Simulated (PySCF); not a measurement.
CH7ClSi2, SMILES [SiH3]C[SiH2]Cl.

Geometry optimised at PBE0-D3(BJ)/def2-SVP. Other conformers were not sampled.

Level of theory: PySCF with SMD-PBE0/6-31G*.

Solvation free energies are E(SMD) − E(gas) at the gas-phase geometry, for 1 M in both phases. In vacuum the dipole moment is 2.39 D.

Computed solvation free energies in water, ethanol, N,N-dimethylformamide:
```tsv
solvent	ΔG(solv) (kcal/mol)	its non-electrostatic (CDS) part	dipole (D)
water	0.9	3.6	3.17
ethanol	-3.7	-1.1	3.13
N,N-dimethylformamide	-2.8	-0.2	3.15
```
